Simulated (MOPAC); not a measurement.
A run for MOPAC: PM6 on C3H6O (a complex), monomers drawn apart or pushed together.

```
PM6 1SCF PRECISE CHARGE=0 THREADS=1
C3H6O

C     -0.17962705 1    -0.32882657 1     0.15073837 1
O      0.61043520 1     0.46425147 1     0.04112421 1
C     -0.84939024 1    -0.19672300 1     4.27706283 1
C      0.63600050 1     0.11647636 1     4.12155135 1
H     -1.38321467 1     0.63389232 1     4.74302784 1
H     -1.00511011 1    -1.07992124 1     4.89971024 1
H     -1.31989534 1    -0.39094198 1     3.31108892 1
H      0.79444294 1     1.00211229 1     3.50323380 1
H      1.17009405 1    -0.71225363 1     3.65215601 1
H      1.10510552 1     0.30312358 1     5.08951044 1
```

Output:

```
*******************************************************************************
 **                                                                           **
 **                              MOPAC v23.2.5                                **
 **                                                                           **
 *******************************************************************************
 ** MOPAC's Digital Object Identifier: https://doi.org/10.5281/zenodo.6511958 **
 **                                                                           **
 ** Please cite the open-source release paper for use of this MOPAC version:  **
 ** J. E. Moussa and J. J. P. Stewart (2026)                                  **
 ** MOPAC: An open-source semiempirical molecular orbital program             **
 ** J. Open Source Softw., 11(119), 8025, https://doi.org/10.21105/joss.08025 **
 *******************************************************************************

                              PM6 CALCULATION RESULTS

 *******************************************************************************
 *  PM6        - The PM6 Hamiltonian to be used
 *
 *
 *
 *                 CHARGE ON SYSTEM = 0
 *
 *
 *
 *  PRECISE    - TIGHTER CRITERIA TO BE USED
 *  1SCF       - DO 1 SCF AND THEN STOP
 *  THREADS=1  - MULTI-THREADING NOT USED
 *  T=         - A TIME OF 172800.0 SECONDS REQUESTED
 *  DUMP=N     - RESTART FILE WRITTEN EVERY 7200.0 SECONDS REQUESTED
 *******************************************************************************
PM6 1SCF PRECISE CHARGE=0 THREADS=1
 C3H6O

   ATOM   CHEMICAL          X               Y               Z
  NUMBER   SYMBOL      (ANGSTROMS)     (ANGSTROMS)     (ANGSTROMS)

     1       C         -0.17962705  *  -0.32882657  *   0.15073837  *
     2       O          0.61043520  *   0.46425147  *   0.04112421  *
     3       C         -0.84939024  *  -0.19672300  *   4.27706283  *
     4       C          0.63600050  *   0.11647636  *   4.12155135  *
     5       H         -1.38321467  *   0.63389232  *   4.74302784  *
     6       H         -1.00511011  *  -1.07992124  *   4.89971024  *
     7       H         -1.31989534  *  -0.39094198  *   3.31108892  *
     8       H          0.79444294  *   1.00211229  *   3.50323380  *
     9       H          1.17009405  *  -0.71225363  *   3.65215601  *
    10       H          1.10510552  *   0.30312358  *   5.08951044  *



          CARTESIAN COORDINATES

    NO.       ATOM           X           Y           Z

     1         C         -0.1796     -0.3288      0.1507
     2         O          0.6104      0.4643      0.0411
     3         C         -0.8494     -0.1967      4.2771
     4         C          0.6360      0.1165      4.1216
     5         H         -1.3832      0.6339      4.7430
     6         H         -1.0051     -1.0799      4.8997
     7         H         -1.3199     -0.3909      3.3111
     8         H          0.7944      1.0021      3.5032
     9         H          1.1701     -0.7123      3.6522
    10         H          1.1051      0.3031      5.0895

 General Reference for PM6:
 "Optimization of Parameters for Semiempirical Methods V: Modification of NDDO Approximations
 and Application to 70 Elements", J. J. P. Stewart, J. Mol. Mod., 13, 1173-1213 (2007)
 URL: https://link.springer.com/article/10.1007/s00894-007-0233-4

           Empirical Formula: C3 H6 O  =    10 atoms



      MOLECULAR POINT GROUP   :   C1


      RHF CALCULATION, NO. OF DOUBLY OCCUPIED LEVELS = 12


 -------------------------------------------------------------------------------
 PM6 1SCF PRECISE CHARGE=0 THREADS=1
 C3H6O



     1SCF WAS SPECIFIED, SO BFGS WAS NOT USED
     SCF FIELD WAS ACHIEVED


                              PM6 CALCULATION
                                                       MOPAC v23.2.5 Linux




          FINAL HEAT OF FORMATION =        -29.41946 KCAL/MOL =    -123.09103 KJ/MOL


          COSMO AREA              =        123.98 SQUARE ANGSTROMS
          COSMO VOLUME            =        103.98 CUBIC ANGSTROMS

          IONIZATION POTENTIAL    =         11.918667 EV
          HOMO LUMO ENERGIES (EV) =        -11.919  1.280
          NO. OF FILLED LEVELS    =         12
          MOLECULAR WEIGHT        =         58.0798         POINT GROUP:  C1

          MOLECULAR DIMENSIONS (Angstroms)

            Atom       Atom       Distance
            H     6    O     2     5.34793
            H    10    C     1     3.33226
            H     9    H     5     2.66576


          SCF CALCULATIONS        =          1





   ATOM   CHEMICAL          X               Y               Z
  NUMBER   SYMBOL      (ANGSTROMS)     (ANGSTROMS)     (ANGSTROMS)

     1       C         -0.17962705  *  -0.32882657  *   0.15073837  *
     2       O          0.61043520  *   0.46425147  *   0.04112421  *
     3       C         -0.84939024  *  -0.19672300  *   4.27706283  *
     4       C          0.63600050  *   0.11647636  *   4.12155135  *
     5       H         -1.38321467  *   0.63389232  *   4.74302784  *
     6       H         -1.00511011  *  -1.07992124  *   4.89971024  *
     7       H         -1.31989534  *  -0.39094198  *   3.31108892  *
     8       H          0.79444294  *   1.00211229  *   3.50323380  *
     9       H          1.17009405  *  -0.71225363  *   3.65215601  *
    10       H          1.10510552  *   0.30312358  *   5.08951044  *

                             CARTESIAN COORDINATES

   1    C       -0.179627050    -0.328826570     0.150738370
   2    O        0.610435200     0.464251470     0.041124210
   3    C       -0.849390240    -0.196723000     4.277062830
   4    C        0.636000500     0.116476360     4.121551350
   5    H       -1.383214670     0.633892320     4.743027840
   6    H       -1.005110110    -1.079921240     4.899710240
   7    H       -1.319895340    -0.390941980     3.311088920
   8    H        0.794442940     1.002112290     3.503233800
   9    H        1.170094050    -0.712253630     3.652156010
  10    H        1.105105520     0.303123580     5.089510440


           Empirical Formula: C3 H6 O  =    10 atoms



      MOLECULAR POINT GROUP   :   C1


                  EIGENVALUES
 -34.29713 -27.16521 -21.83748 -20.08595 -15.91380 -15.91236 -15.05010 -15.04136
 -13.12917 -12.03203 -12.02597 -11.91867   1.27985   1.28516   4.46137   5.30137
   5.68896   5.69254   6.19230   6.19696   6.88583   6.90470


              NET ATOMIC CHARGES AND DIPOLE CONTRIBUTIONS

  ATOM NO.   TYPE          CHARGE      No. of ELECS.   s-Pop       p-Pop
    1          C           0.314969        3.6850     1.72443     1.96060
    2          O          -0.314994        6.3150     1.79982     4.51518
    3          C          -0.423669        4.4237     1.07495     3.34872
    4          C          -0.425065        4.4251     1.07505     3.35002
    5          H           0.141886        0.8581     0.85811
    6          H           0.142403        0.8576     0.85760
    7          H           0.140365        0.8596     0.85964
    8          H           0.141088        0.8589     0.85891
    9          H           0.140154        0.8598     0.85985
   10          H           0.142864        0.8571     0.85714
 DIPOLE           X         Y         Z       TOTAL
 POINT-CHG.    -1.201    -1.200     0.188     1.708
 HYBRID         1.144     1.142    -0.154     1.624
 SUM           -0.057    -0.058     0.035     0.088


          ATOMIC ORBITAL ELECTRON POPULATIONS

     Atom    s        px        py        pz
    1  C   1.72443   0.73665   0.73829   0.48567
    2  O   1.79982   1.49838   1.49808   1.51871
    3  C   1.07495   1.02725   1.15882   1.16265
    4  C   1.07505   1.02887   1.15682   1.16433
    5  H   0.85811
    6  H   0.85760
    7  H   0.85964
    8  H   0.85891
    9  H   0.85985
   10  H   0.85714

 **********************
 *                    *
 * JOB ENDED NORMALLY *
 *                    *
 **********************




 == MOPAC DONE ==
```

The run finished.

Cost: around 0.020 core-seconds (rough).
